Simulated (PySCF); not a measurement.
## Correlation energy of Ga⁺ (gallium, charge +1)

[Ar] 3d10 4s1 4d1, high-spin 3D determinant (an excited configuration). All numbers are calculated (PySCF 2.14, scalar relativity by spin-free X2C-1e, in x2c-TZVPPall with one added diffuse shell each of s, p, d type (7s6p5d1f, 57 functions)). Frozen: [Ne]; 20 electrons correlated.

```
  level  correlation energy (mhartree)
   CCSD                        -261.69
    (T)                          -6.44
CCSD(T)                        -268.13
```

Diagnostics: T1 = 0.0088, D1 = 0.0234, largest double amplitude 0.034.

The outer electron is Rydberg-like, and this basis confines it to a smaller radius and binds it less than a complete one would.

Cost of the coupled-cluster step: of the order of 18 core-seconds, for 20 correlated electrons.

This basis was not built for core-valence correlation, so the inner-shell part is incomplete.
